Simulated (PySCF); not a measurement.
All values below come from PBE-D3(BJ)/def2-TZVP // PBE0-D4/def2-TZVP (PySCF 2.14.0). All species are isolated molecules in the gas phase. Excitations are Tamm–Dancoff values on a coarser integration grid. The basis has no diffuse functions, so Rydberg states are missing or too high.

Reference species (SMILES): `[F][Ga]([F])[Br]` (neutral, multiplicity 1).

| Quantity | Value |
|---|---|
| S1 oscillator strength | 0.011 |
| S1–T1 gap (TDA) | 0.38 eV |

Changed species: `[F][Ga]([F])[F]` (0 of 3 F replaced by Br; the reference has 1 of 3 F replaced by Br).

### Question
Give the shifts of the S1 oscillator strength and S1–T1 gap (TDA).

### Answer
the S1 oscillator strength falls by 0.011, to 0.000; the S1–T1 gap (TDA) falls by 0.05 eV, to 0.33 eV.
